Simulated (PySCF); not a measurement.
**First-order multiplets**

Bonds (- single, = double, # triple, : aromatic): F1-C2 1.330 Å, C2=C3 1.332 Å, C3-O4 1.355 Å, O4-C5 1.348 Å, C5=C6 1.333 Å, C6-F7 1.331 Å, C6-O8 1.342 Å, O8-C9 1.381 Å, C9-F10 1.325 Å, C9-F11 1.337 Å. C2 carries H12; C3 carries H13; C5 carries H14; C9 carries H15. Stereochemistry as in F/C=C/O/C=C(/F)OC(F)F.

- J: B3LYP/pcJ-1 (spin–dipole term only in couplings to heteroatoms)
- PBE0-D3(BJ)/def2-SVP geometry
- NMR shieldings at PBE0/pcSseg-1/GIAO
- run in PySCF
- in vacuum, non-relativistic, one conformer, fast rotation and ring inversion assumed for equivalent nuclei

Shifts are taken against calculated references (same method and geometry level): 19F (σref 177.25) vs CFCl3; 13C (σref 184.41), 1H (σref 31.27) against TMS.

Spectrometer: 600 MHz for 1H. First-order analysis; couplings under 1 Hz (under 4 Hz in carbon signals) are ignored, and nearly equal couplings are merged; the smaller ones broaden or split the lines further.

Question: What pattern does F10/F11 show (19F)?

Answer: A doublet at δ -99.5: 83.3 Hz to H15 (1 × 1H, 2 bonds away). Lines in Hz from the centre (relative intensity): +41.6 (1), -41.6 (1). The outer lines are 83.3 Hz apart, the sum of the couplings kept, or 0.148 ppm at this field.

Question: What pattern does C9 show in the proton-coupled 13C spectrum?

Answer: A triplet of doublets of doublets at δ 117.9: 331.3 Hz to F10/F11 (2 × 19F, 1 bond away), 226.2 Hz to H15 (1 × 1H, 1 bond away), 5.8 Hz to F7 (1 × 19F, 3 bonds away). Lines in Hz from the centre (relative intensity): +447.3 (1), +441.5 (1), +221.1 (1), +215.3 (1), +116.0 (2), +110.2 (2), -110.2 (2), -116.0 (2), -215.3 (1), -221.1 (1), -441.5 (1), -447.3 (1). The outer lines are 894.6 Hz apart, the sum of the couplings kept, or 5.930 ppm at this field.

Question: What pattern does H13 show (1H)?

Answer: A doublet of doublets at δ 6.72: 10.5 Hz to H12 (1 × 1H, 3 bonds away), 5.8 Hz to F1 (1 × 19F, 3 bonds away). Lines in Hz from the centre (relative intensity): +8.2 (1), +2.4 (1), -2.4 (1), -8.2 (1). The outer lines are 16.3 Hz apart, the sum of the couplings kept, or 0.027 ppm at this field.

Question: What pattern does H14 show (1H)?

Answer: A doublet at δ 6.09: 3.3 Hz to F7 (1 × 19F, 3 bonds away). Lines in Hz from the centre (relative intensity): +1.6 (1), -1.6 (1). The outer lines are 3.3 Hz apart, the sum of the couplings kept, or 0.005 ppm at this field.

Unscaled 3J(H,H) at this level run about 10 % above measured values.
